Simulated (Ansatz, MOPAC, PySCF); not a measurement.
Members of the series CXY, Y = amino; each row names its spin state. All species are isolated molecules in the gas phase. One relaxed conformer stands for each flexible species; it need not be the lowest. Strings in code marks are SMILES.

Quantity: adiabatic spin-state energy, in kcal/mol. Semi-empirical values (MOPAC) are differences of heats of formation.

Level 1: B3LYP/cc-pVTZ // PBE0-D3(BJ)/def2-TZVP (Ansatz, a first-principles code)
Level 2: PBE0-D3(BJ)/def2-TZVP (PySCF)
Level 3: PBE/6-31G* // PBE0-D3(BJ)/def2-TZVP (PySCF)
Level 4: AM1 // PBE0-D3(BJ)/def2-TZVP (MOPAC)

```
species                                               level 1  level 2  level 3  level 4
----------------------------------------------------  -------  -------  -------  -------
`N[C]N`: multiplicity 3 minus multiplicity 1             53.7     51.1     51.0     23.6
`[CH]N`: multiplicity 3 minus multiplicity 1                …        …        …        …
`[C-]#[N+][C]N`: multiplicity 3 minus multiplicity 1     35.5     32.4     32.3     12.8
`N[C][AlH2]`: multiplicity 3 minus multiplicity 1        19.1     16.0     18.4     14.3
`N[C]S`: multiplicity 3 minus multiplicity 1             40.8     38.0     39.3        …
```

What belongs in the gaps?


- `[CH]N`: multiplicity 3 minus multiplicity 1, level 1: 32.9
- `[CH]N`: multiplicity 3 minus multiplicity 1, level 2: 29.3
- `[CH]N`: multiplicity 3 minus multiplicity 1, level 3: 30.1
- `[CH]N`: multiplicity 3 minus multiplicity 1, level 4: 7.03
- `N[C]S`: multiplicity 3 minus multiplicity 1, level 4: 8.04
